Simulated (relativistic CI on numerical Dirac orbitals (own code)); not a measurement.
Input to a radial Dirac CI calculation:

```
atom Ag  Z=47  charge=45  electrons=2
nucleus A=107  rms_radius_fm=4.5454
hamiltonian dirac-coulomb  breit=on  qed=on  c_scale=1
orbitals kli  potential=per-configuration
slater_scale 1
correlation none
mixing on
configurations
  1s2
  1s 2p
  1p 2p
  1s 1p
end
```

**Question.** How did the run end?

**Answer.** The self-consistent field of one configuration failed: SCF of 1p 2p ended with code -1.
